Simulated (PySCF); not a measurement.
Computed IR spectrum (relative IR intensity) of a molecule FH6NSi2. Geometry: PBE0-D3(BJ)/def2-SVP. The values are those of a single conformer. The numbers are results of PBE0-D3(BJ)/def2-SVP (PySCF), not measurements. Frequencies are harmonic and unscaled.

```csv
ν (cm⁻¹),relative intensity
297,4.6
429,24
599,5.7
719,28
781,26
835,19
867,15
923,100
929,42
951,61
959,47
968,65
1008,18
1209,75
2222,50
2230,41
2253,21
2273,36
2288,45
3612,17
```

Problem. Which structure fits?
(A) N[Si@H](F)[SiH3]
(B) N[SiH2][SiH2]F
(C) F[SiH2]N[SiH3]

Solution. C, F[SiH2]N[SiH3]
